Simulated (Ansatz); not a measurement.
Species: C$_{3}$H$_{4}$O, charge 0, singlet. C3H4O (SMILES OCC#C).
B3LYP-D3(BJ)/def2-TZVP minimum from Ansatz (a program for electronic structure):
```xyz
8

C      1.9165    -0.0504    -0.1660
C      0.7505    -0.2424     0.0420
C     -0.6727    -0.4318     0.3116
O     -1.4929     0.5840    -0.2542
H      2.9487     0.1100    -0.3594
H     -0.8259    -0.5046     1.3955
H     -1.0125    -1.3707    -0.1287
H     -1.1322     1.4407     0.0008
```
Charge 0, spin multiplicity 1.

Total energies in cc-pVDZ, 22 correlated electrons, 4 frozen orbitals. UHF or UKS for unpaired electrons; spin-orbit terms are left out. Cores are frozen in correlated methods. No relativity.

| method | program | energy (Eh) | minus CCSDT(Q) (mEh) |
|---|---|---|---|
| HF | Ansatz | -190.72615 | 628.08 |
| MP2 | Ansatz | -191.30151 | 52.72 |
| CCSD | Ansatz | -191.33152 | 22.72 |
| CCSD(T) | Ansatz | -191.35174 | 2.49 |
| CCSDT(Q) | Ansatz | -191.35423 | 0.00 |

Rough core times of Ansatz's runs on a shared machine: CCSD(T) under 20 s, CCSDT(Q) 30 min.
